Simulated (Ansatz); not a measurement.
Which method gave which barrier?

Saddle point of SiNH$_{9}$O$_{2}$, singlet (SiH₄O ([OH][SiH3]) + H₂O + NH₃ → SiNH₅ ([NH2][SiH3]) + H₂O + H₂O; bonds formed: O2–H8, H6–O9; dative contacts that become bonds: Si1–N7; bonds broken: Si1–O2, H6–N7, H8–O9), PBE0-D4/def2-TZVP structure:

Si1  (-0.854, 0.013, -1.010)
O2  (-0.716, -1.102, 0.633)
H3  (-0.311, -1.185, -1.698)
H4  (-0.925, 0.942, -2.221)
H5  (-2.275, 0.183, -0.583)
H6  (1.139, 0.350, 0.578)
N7  (0.464, 1.048, -0.202)
H8  (0.319, -0.968, 1.153)
O9  (1.428, -0.496, 1.452)
H10  (-1.452, -1.003, 1.241)
H11  (0.038, 1.776, 0.365)
H12  (1.000, 1.528, -0.918)
H13  (2.146, -1.085, 1.210)
(Å)

Computed with Ansatz 0.2.0 (basis: def2-TZVPP, with def2-QZVPP for the basis limit); correlated methods freeze the cores. Extrapolation: Hartree–Fock as exp(−7.88 √X), correlation as X^−2.97. Four methods, as single points on the PBE0-D4 structures, gave these electronic barriers from the start structure: 12.64, 24.01, 31.55, 43.00 kcal/mol.

Task: The methods were, in alphabetical order, BHLYP-D4, HF, r2SCAN-D4, SPW92. Which gave which? (Judge from chemistry; the calculation decides.)

Result: By the calculation: SPW92 12.64; r2SCAN-D4 24.01; BHLYP-D4 31.55; HF 43.00 kcal/mol. For comparison, CCSD(T) at an estimated basis limit (MP2 extrapolated from triple and quadruple zeta, plus CCSD(T) − MP2 in triple zeta) gives 29.45 kcal/mol.

T1 diagnostic: at most 0.011.

Labels in which every atom is bracketed show which atoms are joined, not bond orders.

For scale, one of the runs: CCSD(T)/def2-TZVPP, 261 basis functions, launched by `ansatz run in.yaml --threads 8 --pin off --events-out ev --progress --plain --max-ram 19148MiB`. The run took 80 s on 8 CPU threads of an Arm Neoverse V2 (shared host), with 6.4 GiB of host memory at its peak.
